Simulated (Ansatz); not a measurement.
CF2, SMILES `F[C]F` (excited triplet) (charge 0, multiplicity 3). This triplet is an excited state, 2.48 eV above the relaxed singlet at the level composite: frozen-core CCSD(T) with HF/cc-pVQZ and the correlation energy extrapolated as X^-3 from cc-pVTZ and cc-pVQZ, plus CCSDT(Q) minus CCSD(T) in cc-pVDZ // PBE0-D3(BJ)/def2-TZVP (Ansatz, a first-principles code).

Cartesian coordinates (Å):
```xyz
3

F      1.1304    -0.2194     0.0000
C     -0.0001     0.4395     0.0000
F     -1.1303    -0.2200     0.0000
```
Charge 0, spin multiplicity 3.

Frozen-core energies in cc-pVDZ from Ansatz at a geometry from PBE0-D3(BJ)/def2-TZVP; the HF reference has <S^2> = 2.01 and the T1 diagnostic is 0.018.

```tsv
level	energy (Ha)
HF	-236.62176
MP2	-237.07384
CCSD	-237.08635
CCSD(T)	-237.09540
```

Question: Estimate the energies of CCSDT and CCSDT(Q), and give each level's difference from CCSDT(Q).

Answer: 
| level | energy (Ha) | difference from CCSDT(Q) (mHa) |
|---|---|---|
| MP2 | -237.07384 | 23.28 |
| CCSD | -237.08635 | 10.77 |
| CCSD(T) | -237.09540 | 1.72 |
| CCSDT | -237.09614 | 0.98 |
| CCSDT(Q) | -237.09712 | 0.00 |
